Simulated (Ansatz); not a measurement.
Diatomic AlHg, multiplicity 2 (lowest of 2S+1 = 2, 4 at CCSD(T)/def2-TZVPP on PBE0 minima; our sources give no spin for the ground state, which may be another). No spin–orbit coupling.

Seven points along R, fitted to fifth degree in 1/R; most abundant isotopes. Runs in def2 and cc sets follow the lowest solution found near the PBE0 minimum.

Correlated levels freeze the inner cores; with def2 sets outer-core shells near the valence are correlated too.

The values were computed with Ansatz (Gaussian orbitals).  In def2 rows elements past Kr take small-core potentials, without spin–orbit coupling.

Energies at CCSD(T)/def2-TZVPP:

| R (Å) | E (hartree) |
|---|---|
| 2.592691 | -395.11399439 |
| 2.662387 | -395.11523046 |
| 2.726507 | -395.11590644 |
| 2.798991 | -395.11629222 |
| 2.871475 | -395.11639970 |
| 2.955110 | -395.11629915 |
| 3.052684 | -395.11600219 |

Question: With a reduced mass of 23.8018 u, find the minimum, the force constant and the constants.

Answer: A fifth-degree polynomial in 1/R puts the minimum at r_e = 2.8723 Å with force constant 15.0 N/m. Then ω_e = (1/2πc)√(k/μ) = 104 cm⁻¹ and B_e = h/(8π²cμr_e²) = 0.08585 cm⁻¹; the cubic and quartic terms give α_e = 0.0020 and ω_e x_e = 2.8 cm⁻¹.

Ansatz is an electronic-structure program.
